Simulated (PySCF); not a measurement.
Ir: excitation energy

Ir [Xe] 4f14 5d7 6s2 (4F) → Ir [Xe] 4f14 5d7 6s1 6p1 (high-spin determinant), as a difference of total energies. Computed with PySCF 2.14 in ANO-RCC-VTZP (8s7p5d3f1g, 84 functions), with the spin-free X2C one-electron Hamiltonian (Gaussian nucleus). Correlated levels: valence: [Xe] 4f14 frozen. The calculations carry no spin-orbit coupling.

```json
{"method": "UHF", "excitation energy (eV)": "2.449"}
{"method": "MP2 (valence)", "excitation energy (eV)": "3.768"}
{"method": "SCS-MP2 (valence)", "excitation energy (eV)": "4.036"}
{"method": "CCSD (valence)", "excitation energy (eV)": "3.665"}
{"method": "CCSD(T) (valence)", "excitation energy (eV)": "3.747"}
```

Question: How much does correlation contribute at CCSD(T) (valence)?

Answer: 3.747 − (2.449) = 1.298 eV, measured against UHF.

A first-order spin-orbit estimate (lowest level to lowest level, LS coupling) adds 0.314 eV.

The basis was made for the ground configuration and has no added diffuse functions, so the excitation energy can come out too high.

The determinant of the upper state mixes LS terms, which raises its energy above the lowest term, most at the Hartree-Fock and MP2 levels.
